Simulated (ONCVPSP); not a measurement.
**Cutoff test, zinc (Zn), ONCV**

| Quantity | Value |
| --- | --- |
| Element | Zn |
| Generator | ONCVPSP 4.0.1 |
| Type | optimised norm-conserving Vanderbilt (ONCV) |
| Functional | LDA (Perdew-Wang 92) |
| Relativity | scalar-relativistic |
| Frozen core | [Ne] |
| Valence charge | 20 |
| Reference configuration | 3s2 3p6 3d10 4s2 |
| Partial waves | 3s+4s: rc 1.25 bohr, ncon 5, nbas 8, qcut 8.4 1/bohr, 2 projectors; 3p: rc 0.80 bohr, ncon 3, nbas 7, qcut 21.6 1/bohr, 2 projectors, debl 0.7 Ha; 3d: rc 1.35 bohr, ncon 4, nbas 9, qcut 12.8 1/bohr, 3 projectors, debl 1.5 Ha |
| Local potential | polynomial inside 0.55 bohr (lpopt 2, dvloc0 0 Ha) |
| Core correction | Teter function, fcfact 3.5, rcfact 1.2 |

In the p channel the program set the typed energies aside and used -3.060, 0.250 Ha.

Task: For each optimised wave give the share of its norm inside rc, the residual kinetic energy above qcut (Ha) and the cutoffs (Ha) for errors of 10, 1, 0.1 and 0.01 mHa per electron.

Result:

```
         wave  norm inside rc  residual KE  10 mHa  1 mHa  0.1 mHa  0.01 mHa
           3s           0.970      4.2e-04    13.5   30.4     89.0     111.0
           4s           0.051      1.9e-04    10.0   25.4     39.7     115.3
           3p           0.669      7.3e-09    92.6  129.4    158.9     182.7
p projector 2           0.036      6.0e-10    29.1   90.7    127.8     157.3
           3d           0.835      7.6e-07    52.0   61.2     68.6      74.5
d projector 2           0.113      7.1e-07    49.4   60.3     68.6      75.1
d projector 3           0.097      2.4e-06    51.4   62.8     71.6      78.5
```

The occupied waves need 129 Ha and 159 Ha for 1 and 0.1 mHa.
